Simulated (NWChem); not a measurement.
Species: CHCl2, doublet; SMILES Cl[CH]Cl

```xyz
4

Cl    -0.1739     0.0078     1.4704
C      0.6810     0.0424     0.0000
Cl    -0.1739     0.0078    -1.4704
H      1.6975    -0.3554     0.0000
```
Atoms are numbered in this order, from 1.

All runs: NWChem. Spin-unrestricted. In the optimisation the excess spin sits in a' (Cs, its own frame). The geometry was optimised at PBE0/def2-SVP, spin-unrestricted. No stability test was run on the SCF state. Level: PBE/def2-SVP with SMD (1 M gas to 1 M solution), gas-phase geometry. Reactions with the solvent are ignored.

Q: Estimate the computed values for solvent dimethyl sulfoxide. Quantities: solvation free energy (kcal/mol); cavity-dispersion-structure term (kcal/mol); dipole in solution (D).

A: The solvation free energy (kcal/mol) is -0.9. The cavity-dispersion-structure term (kcal/mol) is 0.5. The dipole in solution (D) is 1.04.
